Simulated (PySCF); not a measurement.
H3BCl2FN, singlet (PBE0/def2-SVP optimised geometry):

```
8

B     -0.205    -0.771     0.000
F     -0.750    -1.279     1.138
Cl     1.631    -0.771     0.000
Cl    -0.958    -1.438    -1.536
N     -0.613     0.812     0.000
H     -0.256     1.265    -0.844
H     -0.210     1.279     0.817
H     -1.631     0.912     0.019
```

Method: PBE0/def2-TZVP (PySCF).

Q: What are the frontier orbital energies and the dipole moment?

A: HOMO-2 -8.81 eV, HOMO-1 -8.55 eV, HOMO -8.14 eV, LUMO -0.28 eV, LUMO+1 1.41 eV; dipole moment 6.28 D.

On the same geometry PBE/def2-TZVP (PySCF) gives HOMO-2 -7.36 eV, HOMO-1 -7.10 eV, HOMO -6.72 eV, LUMO -1.12 eV, LUMO+1 0.50 eV; dipole moment 6.13 D.

Meta-Löwdin charges at PBE0/def2-TZVP: B1 0.30, F2 -0.35, Cl3 -0.22, Cl4 -0.22, N5 -0.34, H6 0.29, H7 0.28, H8 0.28.
